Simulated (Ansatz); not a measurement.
## How methods differ on CH4ClGeO (SMILES [CH3][Ge]([OH])[Cl])

CH4ClGeO: 8 atoms, total charge 0, spin state doublet. SMILES: `[CH3][Ge]([OH])[Cl]`. The shape is that of a PBE0-D4/def2-TZVP optimisation. This is one conformer, not always the lowest.

Each level gives the electronic atomisation energy (eV). The values are calculated. Electronic energies at fixed atoms, without zero-point motion or spin-orbit coupling.

```
                                 level                    kind  program  value (eV)  CPU time (all runs)
      UHF/6-31G* (spherical functions)            Hartree–Fock   Ansatz       19.58                4.6 s
    UBLYP/6-31G* (spherical functions)                     GGA   Ansatz       27.35                 16 s
 U-r2SCAN/6-31G* (spherical functions)                meta-GGA   Ansatz       27.89                 45 s
   UB3LYP/6-31G* (spherical functions)           global hybrid   Ansatz       27.33                 20 s
U-wB97M-V/6-31G* (spherical functions)  range-separated hybrid   Ansatz       27.94              2.6 min
  UB2PLYP/6-31G* (spherical functions)           double hybrid   Ansatz       26.72                 23 s
 RPA@PBE0/6-31G* (spherical functions)                     RPA   Ansatz       24.65                 28 s
    UCCSD/6-31G* (spherical functions)   coupled cluster or CI   Ansatz       24.76                 56 s
```

All-electron rows without a relativistic Hamiltonian named are non-relativistic. Correlated wave functions underbind in double-zeta sets. The values span 19.58 to 27.94 eV. In the correlated wave-function rows the outer d shell of Ge is correlated, in sets not made for it. Times are those of the runs behind each value, whatever else they computed, on shared processors of several kinds: orders of magnitude only.
